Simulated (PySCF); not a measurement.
AsH5Si.

```xyz
7

Si    -1.5768     0.0049     0.0000
As     0.8061    -0.0618     0.0000
H     -2.0636    -0.7186     1.2149
H     -2.0636    -0.7186    -1.2149
H     -2.1411     1.3892     0.0000
H      0.8721     1.0098     1.0994
H      0.8721     1.0098    -1.0994
```

Geometry: PBE-D3(BJ)/def2-TZVP.

Method: PBE/pcSseg-2 run with PySCF. Non-relativistic, no solvent.

Computed absolute GIAO shielding of each atom: isotropic value and principal components (ppm):
```json
[
 {"atom": "Si1", "σ(iso)": "405.9", "σ11": "380.5", "σ22": "397.2", "σ33": "439.9", "span": "59.4"},
 {"atom": "As2", "σ(iso)": "1917.2", "σ11": "1802.4", "σ22": "1866.5", "σ33": "2082.7", "span": "280.3"},
 {"atom": "H3", "σ(iso)": "27.1", "σ11": "23.9", "σ22": "24.8", "σ33": "32.5", "span": "8.6"},
 {"atom": "H4", "σ(iso)": "27.1", "σ11": "23.9", "σ22": "24.8", "σ33": "32.5", "span": "8.6"},
 {"atom": "H5", "σ(iso)": "26.7", "σ11": "23.0", "σ22": "24.7", "σ33": "32.5", "span": "9.5"},
 {"atom": "H6", "σ(iso)": "29.0", "σ11": "22.5", "σ22": "23.9", "σ33": "40.8", "span": "18.3"},
 {"atom": "H7", "σ(iso)": "29.0", "σ11": "22.5", "σ22": "23.9", "σ33": "40.8", "span": "18.3"}
]
```
